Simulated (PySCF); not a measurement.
Question: Give a PBE0-D3(BJ)/def2-SVP geometry of InChI=1S/H9NOSi3/c1-5(3)4-2/h2,5H,1,4H2,3H3/t5-/m0/s1.

Answer: 
Z-matrix in Å and degrees, rows numbered from 1:
```
N 
Si  1  1.7458
Si  2  2.3602  1  116.89
Si  2  2.3424  1  107.79  3   118.19
O   4  1.6757  2  103.85  1  -149.15
H   1  1.0151  2  117.56  3   -64.78
H   1  1.0154  2  117.94  3    70.24
H   2  1.4978  1  107.43  3  -121.55
H   3  1.5005  2  110.66  1   -52.72
H   3  1.4975  2  110.15  1    65.80
H   3  1.4956  2  111.54  1  -173.21
H   4  1.4993  2  114.20  1    89.26
H   4  1.5034  2  109.61  1   -30.23
H   5  0.9615  4  117.58  2   176.10
```

Si3 (SiH3 silicon) is tetrahedral (angles from 107.3° to 111.5°). N1 (silicon-bound nitrogen) is pyramidal (angles 117.9°, 117.6° and 109.7°, sum 345.2°, 0.27 Å off the plane of its three neighbours). Si4 (oxygen-bound silicon) is distorted tetrahedral (angles from 103.9° to 114.2°). Si2 (SiH silicon) is distorted tetrahedral (angles from 105.2° to 116.9°).

Method used: PBE0-D3(BJ)/def2-SVP geometry optimisation, gas phase (PySCF 2.14.0).

Point group: C1 (no symmetry element, even within 0.4 Å). No frequency check. The numbers are those of one conformer (H–N1–Si2–Si3 -65° and 70°, N1–Si2–Si4–O5 -149°, Si2–Si4–O5–H 176°).
